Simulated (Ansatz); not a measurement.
## Forces on a displaced structure

CHClSi2 (SMILES Cl[Si]1=[Si]=C1), closed shell, displaced at random from a GFN2-xTB minimum.

Cl1  (-2.036, -1.564, 0.808)
Si2  (-1.083, -0.056, -0.342)
Si3  (0.625, 1.546, -1.337)
C4  (0.793, 0.233, 0.050)
H5  (1.665, -0.229, 0.752)
(Å)

Computed with Ansatz 0.2.0 (basis: def2-TZVPP); correlated methods freeze the cores.

CCSD(T) forces from the calculation:
```
atom      Fx      Fy  Fz (eV/Å)
 Cl1   0.433   0.628     -0.480
 Si2   2.492   0.222      0.732
 Si3  -0.186  -1.890      1.853
  C4  -0.606  -0.243     -0.318
  H5  -2.132   1.283     -1.787
```

Problem. Which atom feels the largest CCSD(T) force, and how large is it?

Solution. H5, 3.06 eV/Å, along (-0.70, 0.42, -0.58).

Root-mean-square difference of the force components from those of CCSD(T): PBE0-D4 0.164; wB97M-V 0.233; r2SCAN-D4 0.138; PBE-D4 0.137; BHLYP-D4 0.284; r2SCANh-D4 0.171 eV/Å.

T1 diagnostic: at most 0.018. The restricted Hartree–Fock reference is unstable towards an unrestricted one here. These are differences at one structure, and CCSD(T) in triple zeta is itself an approximation.

For scale, one of the runs: CCSD(T)/def2-TZVPP forces, 171 basis functions (an equivalent command: `ansatz run in.yaml --threads 4`). Hardware: 4 CPU threads, shared host. Wall time 69 s; peak host memory 2.4 GiB.
